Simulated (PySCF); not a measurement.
# [AuF2]− relaxed at several levels

Computed with PySCF 2.14.0, def2-SVP on the ligands, density fitting, scalar-relativistic core potentials, no spin-orbit coupling, vacuum. Each row is relaxed at its own level from the same template. Distances are means of the shortest metal–ligand contacts, charges and spins Mulliken's; removal energies are rigid, with the ligand's formal charge and no counterpoise, so too large; for an anion taken off a cation in vacuum most of it is the attraction of opposite charges, and multiply charged cations can part far more cheaply with an electron moved from ligand to metal.

| level | basis on the metal | point group | M–F (Å) | charge on M (e) | HOMO–LUMO gap (eV) | removal of one F (eV) | strongest infrared band, degenerate modes summed (cm⁻¹) | unstable modes (below −25 cm⁻¹) |
| --- | --- | --- | --- | --- | --- | --- | --- | --- |
| B3LYP | def2-SVP with ECP60 | D∞h | 1.971 | 0.02 | 6.22 | 5.54 | 578 | 0 |

What does the calculation give for TPSS, def2-SVP with ECP60?

point group: D∞h, M–F (Å): 1.970, charge on M (e): -0.04, HOMO–LUMO gap (eV): 4.37, removal of one F (eV): 5.72, unstable modes (below −25 cm⁻¹): not given.
```xyz
3

Au    0.0000    0.0000    0.0000
F     0.0000    0.0000    1.9697
F     0.0000    0.0000   -1.9697
```

One start shape was tried for each, so a minimum needn't be the lowest isomer.
